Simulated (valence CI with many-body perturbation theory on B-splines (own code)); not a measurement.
# Zn17+: magnetic and hyperfine properties of the levels

Calculated by configuration interaction combined with many-body perturbation theory (CI+MBPT): three valence electrons over a frozen Dirac-Fock core [Ne], a basis of 11 s, 11 p, 9 d, 7 f, 5 g, 2 h, 1 i functions for each j, with the one-electron correlation potential Σ1, the two-electron term Σ2, the three-electron term Σ3, Breit, model QED; selected CI, second order for the rest (own B-spline code, finite nucleus).

No measured spectrum was set against this ion. As an estimate, levels of excited configurations hold to 0.05 to 0.15 % of their energy, terms of the ground configuration to about 0.5 %.

A/g_I is the dipole constant over the nuclear g factor μ/I (μ in nuclear magnetons, uniformly magnetised nucleus), B/Q the quadrupole constant per barn. Both hold the static response of the core; the bare values leave it out. Large factors of s and p1/2 electrons are usually good to 5 to 10 %; those of open d and f shells near neutrality can be off by tens of per cent, and small factors of p3/2, d and f electrons come from cancelling terms and can be off by a factor of two or in sign, in half-filled shells by more. B is blank for J = 1/2, where it vanishes, and for nearly pure S terms. Energies count from the lowest level.

Names give the largest LS component (configuration and term), which can be under half, so a name can repeat, a term be missing and a line seem to break the LS rules; names also repeat where a configuration has a term twice. Letters in brackets count levels of one name in rising energy.

```csv
Level,E (eV),g,A/g_I (MHz),A/g_I bare,B/Q (MHz/b),B/Q bare
3s²3p ²P°_1/2,0.00,0.664,44100,42000,,
3s²3p ²P°_3/2,4.90,1.333,8650,8540,15200,14700
3s3p² ⁴P_1/2,36.61,2.645,88100,84800,,
3s3p² ⁴P_3/2,38.82,1.728,37500,36200,12400,12000
3s3p² ⁴P_5/2,41.10,1.575,39400,38000,-13400,-12800
3s3p² ²D_3/2,49.40,0.813,-6990,-6420,19000,18300
3s3p² ²D_5/2,50.31,1.224,36900,35200,25500,24600
3s3p² ²S_1/2,58.63,1.450,75800,72100,,
3s3p² ²P_1/2,63.69,1.239,88500,83900,,
3s3p² ²P_3/2,65.06,1.322,-8700,-7640,-15100,-14500
3s²3d ²D_3/2,75.54,0.800,1170,1460,4380,4420
3s²3d ²D_5/2,76.16,1.199,6100,6150,6080,6140
3p³ ²D°_3/2,93.33,1.004,4000,4030,8450,8170
3p³ ²D°_5/2,94.91,1.198,16900,16500,-4720,-4480
3p³ ⁴S°_3/2,95.97,1.776,-2950,-1500,-2920,-2800
3s3p3d ⁴F°_3/2,102.80,0.418,-14500,-13700,7290,7170
3s3p3d ⁴F°_5/2,103.85,1.035,12900,12600,5410,5380
3p³ ²P°_1/2,104.52,0.664,38100,36000,,
3s3p3d ⁴F°_7/2,105.42,1.242,20000,19400,7960,7900
3p³ ²P°_3/2,105.99,1.338,5410,5790,-6660,-6410
3s3p3d ⁴F°_9/2,107.77,1.333,20200,19600,18500,18100
3s3p3d ⁴P°_5/2,110.34,1.492,23400,22800,6330,6310
3s3p3d ⁴D°_3/2,110.80,1.364,14700,14600,3960,3860
3s3p3d ⁴D°_1/2,111.03,0.256,-45100,-42700,,
3s3p3d ⁴D°_7/2,113.65,1.421,24400,23700,-9420,-8940
3s3p3d ⁴D°_5/2,113.81,1.405,24300,23700,-6540,-6370
3s3p3d ⁴P°_1/2,113.91,2.413,78700,75500,,
3s3p3d ⁴P°_3/2,113.93,1.516,28500,27700,-4770,-4740
3s3p3d ²D°_3/2 [a],115.69,0.847,-14400,-13400,-7510,-7140
3s3p3d ²D°_5/2 [a],115.90,1.231,27400,26400,-8990,-8510
3s3p3d ²F°_5/2 [a],118.93,0.891,13200,12700,13900,13700
3s3p3d ²F°_7/2 [a],122.68,1.142,1980,2280,18400,18000
3s3p3d ²P°_3/2 [a],128.49,1.251,14600,14300,3320,3320
3s3p3d ²P°_1/2 [a],130.84,0.663,-39000,-36800,,
3s3p3d ²F°_7/2 [b],130.94,1.144,20700,20000,18100,17700
3s3p3d ²F°_5/2 [b],131.56,0.866,-9330,-8550,15600,15300
3s3p3d ²P°_1/2 [b],134.18,0.662,7600,7500,,
3s3p3d ²D°_3/2 [b],134.55,1.003,23400,22400,-2570,-2320
3s3p3d ²D°_5/2 [b],135.16,1.188,-5080,-4310,-11000,-10400
3s3p3d ²P°_3/2 [b],135.20,1.205,2090,2550,-5490,-5260
```

Task: Take the isotope of mass number 67, with I = 5/2, μ = 0.87485 μN and Q = 0.122 b. What is the hyperfine structure of 3s3p² ²D_3/2?

Result: From the table A = -2450 MHz, B = 2310 MHz. Shifts from the centre of gravity in MHz: F = 1: 14500, F = 2: 7730, F = 3: -658, F = 4: -8610.
